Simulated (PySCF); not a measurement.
## Stationary points of TcO2Cl3

Method: B3LYP/[Tc def2-SVP with ECP28, O def2-SVP, Cl def2-SVP], scalar-relativistic core potentials, density fitting, no spin–orbit coupling, PySCF.

Relaxations began from a few typed shapes. The search is not exhaustive: other isomers or separated fragments can lie lower, and high-lying points may rest on an excited occupation.

Question: Which is the lowest minimum found?
A. singlet C2v: Tc–Cl 2.327 Å (×2), Tc–Cl 2.338 Å, Tc–O 1.659 Å (×2); Cl–Tc–Cl 81.7° (×2), Cl–Tc–Cl 163.5°, Cl–Tc–O 94.6° (×4), Cl–Tc–O 124.2° (×2), O–Tc–O 111.7°
B. singlet Cs: Tc–Cl 2.226 Å, Tc–Cl 2.375 Å (×2), Tc–O 1.668 Å (×2); Cl–Tc–Cl 78.5°, Cl–Tc–Cl 103.8° (×2), Cl–Tc–O 83.8° (×2), Cl–Tc–O 105.0° (×2), Cl–Tc–O 149.0° (×2)

Answer: A. The others lie at 57.2 (singlet Cs, a saddle point) kJ/mol above it.

Formally Tc is in oxidation state +7, d0. The polar-tensor charge on Tc, 2.18, is far below the formal one.
